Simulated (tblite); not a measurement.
Compound: C7H4ClP.
Atom-mapped SMILES: `[P:1]#[C:2][c:3]1[cH:4][cH:5][c:6]([Cl:7])[cH:8][cH:9]1` (hydrogens: H10 on C4; H11 on C5; H12 on C8; H13 on C9)

Computed with GFN2-xTB (tblite): harmonic, unscaled wavenumbers at the GFN2-xTB geometry, gas phase. Errors from tens to a few hundred cm⁻¹ against measured bands are possible.

Harmonic wavenumbers (cm⁻¹): 62.1, 83.6, 186.3, 267.6, 298.4, 365.5, 367.6, 455.3, 489.7, 540.3, 603.4, 660.7, 758.1, 805.0, 859.2, 906.9, 917.4, 987.0, 1102.9, 1125.9, 1150.3, 1191.7, 1255.3, 1307.4, 1392.3, 1436.7, 1545.6, 1569.2, 1722.7, 3087.0, 3088.3, 3101.6, 3103.2.

A = 5717, B = 472.1, C = 436.1 MHz; mass 153.974 u (most abundant isotopes); point group C2v, symmetry number 2.

Problem. Zero-point energy?

Solution. ½Σν̃ = 18397 cm⁻¹ = 220.08 kJ/mol.

Problem. Give the ideal-gas entropy at 200 K and 1 bar in the rigid-rotor, harmonic-oscillator model (classical rotation).

Solution. Translation 163.37, rotation 114.74, vibration 51.53: S = 329.6 J/(mol K).

Problem. And Cp and H(200 K) − H(0)?

Solution. Cp = 96.29 J/(mol K), of which vibrations give 63.03 (their classical limit is 33 R = 274.4); H(200 K) − H(0) = 12.51 kJ/mol without the zero-point energy, 5.86 from vibrations.

Problem. Blend soft modes into free rotors: weight 1/[1 + (100 cm⁻¹/ν̃)⁴] for the oscillator and the rest for a rotor with moment μB/(μ + B), μ = h/(8π²ν), B = 10⁻⁴⁴ kg m². What vibrational entropy results?

Solution. 48.19 J/(mol K) in place of 51.53, which changes −T·S at 200 K by +0.67 kJ/mol.

Problem. How do the functions run with temperature in this model?

Solution. 
```json
{"T (K)": "150", "S (J/(mol K))": "304.6", "Cp (J/(mol K))": "78.9", "H − H(0) (kJ/mol)": "8.13", "G − H(0) (kJ/mol)": "-37.55", "ln q(vib)": "1.81"}
{"T (K)": "250", "S (J/(mol K))": "353.0", "Cp (J/(mol K))": "113.4", "H − H(0) (kJ/mol)": "17.75", "G − H(0) (kJ/mol)": "-70.49", "ln q(vib)": "3.57"}
{"T (K)": "298.15", "S (J/(mol K))": "374.3", "Cp (J/(mol K))": "129.2", "H − H(0) (kJ/mol)": "23.60", "G − H(0) (kJ/mol)": "-88.00", "ln q(vib)": "4.45"}
{"T (K)": "400", "S (J/(mol K))": "416.7", "Cp (J/(mol K))": "159.6", "H − H(0) (kJ/mol)": "38.35", "G − H(0) (kJ/mol)": "-128.31", "ln q(vib)": "6.36"}
{"T (K)": "600", "S (J/(mol K))": "490.3", "Cp (J/(mol K))": "203.2", "H − H(0) (kJ/mol)": "74.97", "G − H(0) (kJ/mol)": "-219.21", "ln q(vib)": "10.10"}
{"T (K)": "900", "S (J/(mol K))": "580.6", "Cp (J/(mol K))": "241.0", "H − H(0) (kJ/mol)": "142.19", "G − H(0) (kJ/mol)": "-380.38", "ln q(vib)": "15.37"}
```

q(vib) and H(0) count from the zero-point level.

Hindered rotation and anharmonicity are outside this model.

On one thread of an Arm Neoverse N1, on a shared host, this took 0.78 s wall. The figure is for the frequency step alone.
